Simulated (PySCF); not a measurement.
C3H8FNSi, SMILES F[Si@H](NC)C=C. Atoms are numbered in the order given.

```xyz
14

C      2.6255    -0.1654     0.5625
C      1.5088    -0.8718     0.3467
Si     0.0131    -0.1052    -0.4471
F      0.4342     1.4574    -0.7240
N     -1.3375    -0.2835     0.5868
C     -2.7271    -0.1118     0.2008
H      2.6930     0.8889     0.2701
H      3.5130    -0.6029     1.0361
H      1.4843    -1.9262     0.6533
H     -0.3574    -0.6494    -1.7787
H     -1.1771    -0.2556     1.5885
H     -3.3742    -0.8716     0.6717
H     -3.1302     0.8855     0.4562
H     -2.8239    -0.2348    -0.8897
```
Charge 0, spin multiplicity 1.

Coordinates come from a ωB97X-D3(BJ)/def2-SVP optimisation. The structure was generated by enumeration; whether it is a known compound was not checked. One conformer was computed; it need not be the lowest.

Calculation: B3LYP/pcSseg-1 (PySCF).

GIAO shieldings, no solvent; atoms alike by connectivity are averaged. δ = σ(ref) − σ: ¹³C against TMS (σ = 181.3 ppm); ²⁹Si against TMS (σ = 338.7 ppm); ¹⁹F against CFCl3 (σ = 161.7 ppm); ¹⁵N against NH3 (σ = 265.5 ppm); ¹H against TMS (σ = 31.68 ppm), references at their B3LYP-D3(BJ)/def2-TZVP geometries, non-relativistic.

```tsv
atoms	nucleus	count	δ (ppm)
C1	¹³C	1	151.1
C2	¹³C	1	141.1
C6	¹³C	1	34.6
Si3	²⁹Si	1	-24.6
F4	¹⁹F	1	-171.9
N5	¹⁵N	1	(withheld)
H7, H8	¹H	2	(withheld)
H9	¹H	1	(withheld)
H10	¹H	1	4.97
H12, H13, H14	¹H	3	(withheld)
H11	¹H	1	(withheld)
```

Question: What belongs in the gaps? (An estimate is asked for; the answer gives what the named calculation found.)

Answer: 
- H12, H13, H14, δ (ppm): 3.11
- N5, δ (ppm): 52.4
- H11, δ (ppm): 1.10
- H7, H8, δ (ppm): 6.69
- H9, δ (ppm): 6.21
